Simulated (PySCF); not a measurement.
## From computed data to an observable: refractive index and permittivity of the vapour

CuH, SMILES [CuH] (connectivity only; charge and spin as stated), neutral, multiplicity 1.

Geometry optimised at PBE0-D3(BJ)/def2-TZVPD. The spin state was assumed, not searched.

PySCF with B3LYP/def2-TZVPD gives a mean static polarisability of 32.2 bohr³ and a dipole moment of 2.64 D. Take an ideal gas at 298.15 K and 0.01 bar, whether or not the substance is that volatile.

**Question.** Work out n − 1 in the optical limit and the static ε − 1.

**Answer.** 
Polarisability volume α' = 32.2 × 0.148185 = 4.77 Å³. Number density N = p/kT = 2.43e-7 Å⁻³.
Dilute limit of Lorentz–Lorenz: n − 1 = 2π N α' = 7.3e-6.
Orientation term of Debye: μ²/(3kT) = 8.098 Å³ × μ²(D²) = 56.44 Å³.
ε − 1 = 4π N (α' + μ²/3kT) = 0.00019. Orientation of the dipole supplies 92 % of the static response; it can't follow optical fields. Vibrational polarisation and dispersion are left out.
